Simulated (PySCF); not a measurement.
PySCF job for B₂H₄, SMILES B[BH2-], charge -1, multiplicity 2, PBE-D3(BJ)/def2-TZVPD. Coordinates come from a PBE-D3(BJ)/def2-TZVPD optimisation.

```python
import numpy as np
from pyscf import gto, scf, dft, df
from pyscf.hessian import thermo

mol = gto.M(
    atom='''
    B     0.00000000   -0.00000000    0.82433582
    B     0.00000000    0.00000000   -0.82433582
    H     0.00000000    1.02439644    1.50722113
    H     0.00000000   -1.02439644    1.50722112
    H     0.00000000    1.02439644   -1.50722112
    H     0.00000000   -1.02439644   -1.50722113
    ''',
    basis='def2-TZVPD',
    charge=-1,
    spin=1,
    max_memory=1600,
    verbose=3,
)
mf = dft.UKS(mol, xc='pbe').density_fit(auxbasis='def2-universal-jkfit')
mf.disp = 'd3bj'
mf.grids.level = 3
mf.conv_tol = 1e-11
mf.max_cycle = 100
mf.kernel()
fine, coarse = mf.grids, dft.Grids(mol).set(level=1).build(with_non0tab=True)
for _ in range(3):  # follow internal instabilities
    mf.grids = coarse
    mo, _, stable, _ = mf.stability(return_status=True, nroots=4)
    mf.grids = fine
    if stable:
        break
    mf.kernel(mf.make_rdm1(mo, mf.mo_occ))

# [left out here: the lines that compute and print the analytic Hessian (its translational invariance restored by hand, since the grid's response is missing), thermochemistry and intensities]
```

Output:

```

WARN: HOMO -0.218772010863013 >= LUMO -0.218772010863004

converged SCF energy = -51.9818091600929  <S^2> = 0.75288454  2S+1 = 2.0028825
<class 'pyscf.df.df_jk.DFUKS'> wavefunction is stable in the internal stability analysis

WARN: DFTD3 does not support analytical Hessian, using finite difference


WARN: Mole.unit (angstrom) is changed to Bohr

Mode                                 0                   1                   2
Irrep
Freq [cm^-1]                      337.7987            511.9712            682.8509
Reduced mass [au]                   1.0080              1.0502              1.1755
Force const [Dyne/A]                0.0678              0.1622              0.3230
Char temp [K]                     486.0171            736.6125            982.4704
Normal mode                   x     y     z       x     y     z       x     y     z
       0   B                 0.00  0.00 -0.00   -0.00  0.05 -0.00    0.09 -0.00  0.00
       1   B                 0.00  0.00  0.00   -0.00  0.05  0.00    0.09  0.00 -0.00
       2   H                 0.50 -0.00  0.00   -0.00 -0.24  0.42   -0.46  0.00 -0.00
       3   H                -0.50 -0.00 -0.00    0.00 -0.24 -0.42   -0.46 -0.00 -0.00
       4   H                -0.50 -0.00 -0.00    0.00 -0.24 -0.42   -0.46 -0.00 -0.00
       5   H                 0.50 -0.00  0.00   -0.00 -0.24  0.42   -0.46  0.00 -0.00
Mode                                 3                   4                   5
Irrep
Freq [cm^-1]                      808.3259            867.2012            901.6034
Reduced mass [au]                   1.5465              1.5272              2.1592
Force const [Dyne/A]                0.5954              0.6767              1.0341
Char temp [K]                    1163.0011           1247.7094           1297.2066
Normal mode                   x     y     z       x     y     z       x     y     z
       0   B                 0.13  0.00  0.00    0.00 -0.13  0.00   -0.00  0.00  0.16
       1   B                -0.13 -0.00 -0.00   -0.00  0.13  0.00    0.00 -0.00 -0.16
       2   H                -0.39 -0.00  0.00    0.00  0.13 -0.37    0.00 -0.08  0.31
       3   H                -0.39  0.00  0.00   -0.00  0.13  0.37    0.00  0.08  0.31
       4   H                 0.39 -0.00 -0.00    0.00 -0.13 -0.37   -0.00 -0.08 -0.31
       5   H                 0.39  0.00 -0.00    0.00 -0.13  0.37   -0.00  0.08 -0.31
Mode                                 6                   7                   8
Irrep
Freq [cm^-1]                     1114.4097           1177.0116           2306.1099
Reduced mass [au]                   1.1209              1.4802              1.0520
Force const [Dyne/A]                0.8202              1.2082              3.2962
Char temp [K]                    1603.3874           1693.4577           3317.9787
Normal mode                   x     y     z       x     y     z       x     y     z
       0   B                 0.00 -0.00 -0.07    0.00 -0.00 -0.13   -0.00 -0.00  0.05
       1   B                 0.00  0.00 -0.07   -0.00 -0.00  0.13    0.00  0.00  0.05
       2   H                -0.00 -0.27  0.38   -0.00 -0.27  0.29    0.00 -0.42 -0.25
       3   H                -0.00  0.27  0.38   -0.00  0.27  0.29    0.00  0.42 -0.25
       4   H                -0.00  0.27  0.38    0.00 -0.27 -0.29    0.00  0.42 -0.25
       5   H                -0.00 -0.27  0.38    0.00  0.27 -0.29   -0.00 -0.42 -0.25
Mode                                 9                  10                  11
Irrep
Freq [cm^-1]                     2326.9537           2346.5176           2352.6087
Reduced mass [au]                   1.1106              1.0662              1.1229
Force const [Dyne/A]                3.5432              3.4589              3.6618
Char temp [K]                    3347.9683           3376.1164           3384.8801
Normal mode                   x     y     z       x     y     z       x     y     z
       0   B                -0.00 -0.07 -0.00    0.00  0.00 -0.05   -0.00 -0.07 -0.00
       1   B                 0.00  0.07 -0.00   -0.00  0.00  0.05   -0.00 -0.07  0.00
       2   H                -0.00  0.39  0.27   -0.00  0.41  0.26   -0.00  0.39  0.26
       3   H                 0.00  0.39 -0.27   -0.00 -0.41  0.26    0.00  0.39 -0.26
       4   H                 0.00 -0.39  0.27   -0.00  0.41 -0.26    0.00  0.39 -0.26
       5   H                -0.00 -0.39 -0.27   -0.00 -0.41 -0.26   -0.00  0.39  0.26
temperature 298.1500 [K]
pressure 101325.00 [Pa]
Rotational constants [GHz] 119.44296 21.18902 17.99647
Symmetry number 4
Zero-point energy (ZPE) 0.03584 [Eh]   94106.406 [J/mol]
                           tot       elec      trans        rot        vib
Entropy [J/mol/K]       236.660      5.763    149.212     70.043     11.642
Cv [J/mol/K]             49.497      0.000     12.472     12.472     24.554
Cp [J/mol/K]             57.812      0.000     20.786     12.472     24.554
Internal energy [J/mol]                      3718.434   3718.434  96583.306
Internal energy [Eh]   -51.94219  -51.98181
Enthalpy [J/mol]                             6197.391   3718.434  96583.306
Enthalpy [Eh]          -51.94125
Gibbs free energy [J/mol]                  -38290.088 -17164.997  93112.386
Gibbs free energy [Eh] -51.96812
mode   freq/cm-1   IR/(km/mol)
   1      337.80         0.000
   2      511.97         9.967
   3      682.85         0.099
   4      808.33         0.000
   5      867.20         0.000
   6      901.60         0.000
   7     1114.41        38.808
   8     1177.01         0.000
   9     2306.11       590.339
  10     2326.95         0.000
  11     2346.52         0.000
  12     2352.61       776.966
max |gradient| / (hartree/bohr): 2.263768558521663e-05
APT charges: [ 0.0116  0.0116 -0.2558 -0.2558 -0.2558 -0.2558]
```

Self-consistency was reached.
